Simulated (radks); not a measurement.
Spherical quantum dot in the effective-mass picture: electrons in a well V = -V0 / (1 + exp((r - R)/a)) with V0 = 9.42, R = 3.7, a = 0.16, with a point charge +2 (a donor) at the centre, all in effective atomic units (hartree* = m*/eps^2 hartree, bohr* = eps/m* bohr), one dielectric constant everywhere. Method: non-relativistic Kohn-Sham, exchange-only LDA, spin-polarised, spherical densities; computed with a radial shooting solver with Libxc functionals. Levels are named by radial order and angular momentum (1s, 1p, 1d, 2s, ...), and open shells are averaged over m. Results are scaled to m* = 0.452 and eps = 4.2, for which hartree* = 697.3 meV and bohr* = 0.4917 nm. Each electron was tried in the lowest free levels, single moves between levels near the top were tried too, and the lowest total energy was kept; such a search can miss a lower state. At N = 1 the Hartree and exchange-correlation terms need not cancel, so that row can carry a self-interaction error.

N	open shells	2S	E (meV)	mu = E(N) - E(N-1) (meV)	addition energy mu(N+1) - mu(N) (meV)	e(HOMO) (meV)	rms radius (nm)
1	1s(up 1, down 0)	1	-7901.25	-7901.3	774.8	-7598.2	0.4387
2	none	0	-15027.7	-7126.5	1024	-6911.8	0.5371
3	1p(up 1, down 0)	1	-21130.2	-6102.5	236.2	-5988.3	0.7782
4	1p(up 2, down 0)	2	-26996.5	-5866.3	247.3	-5743.1	0.8875
5	1p(up 3, down 0)	3	-32615.5	-5619.0	324.7	-5494.8	0.9559
6	1p(up 3, down 0) 2s(up 1, down 0)	4	-37909.7	-5294.3	276.5	-5167.1	1.008
7	1p(up 3, down 2)	1	-42927.5	-5017.8	200.1	-4933.8	1.045
8	none	0	-47745.2	-4817.7	292.4	-4701.1	1.077
9	2s(up 1, down 0)	1	-52270.4	-4525.2	295.3	-4403.7	1.104
10	none	0	-56500.4	-4230.0	403.3	-4095.2	1.122
11	1d(up 1, down 0)	1	-60327.0	-3826.6	221.3	-3716.2	1.147
12	1d(up 2, down 0)	2	-63932.4	-3605.4	222.2	-3494.4	1.168
13	1d(up 3, down 0)	3	-67315.6	-3383.2	222.5	-3272.0	1.187
14	1d(up 4, down 0)	4	-70476.3	-3160.7	222.6	-3049.4	1.203
15	1d(up 5, down 0)	5	-73414.5	-2938.1	296.4	-2826.9	1.218
16	1d(up 5, down 1)	4	-76056.2	-2641.7	214.9	-2534.5	1.231
17	1d(up 5, down 2)	3	-78483.0	-2426.8	216.1	-2318.9	1.244
18	1d(up 5, down 3)	2	-80693.8	-2210.7	216.8	-2102.4	1.255
19	1d(up 5, down 4)	1	-82687.7	-1994.0	217.1	-1885.5	1.265
20	none	0	-84464.6	-1776.9	523.4	-1668.3	1.275
21	1f(up 1, down 0)	1	-85718.1	-1253.5	212.3	-1147.4	1.286
22	1f(up 2, down 0)	2	-86759.4	-1041.2	212.5	-935.04	1.296
23	1f(up 3, down 0)	3	-87588.2	-828.79	-	-722.54	1.305

All shells are closed at N = 2, 8, 10, 20 (there: 1s2 1p6 1d10 2s2); the second difference of the energy has clear peaks (12 % above both neighbours; the first and last values, which can be the largest, are not judged, and half-filled shells can peak too) at N = 2, 5, 10, 15, 20.
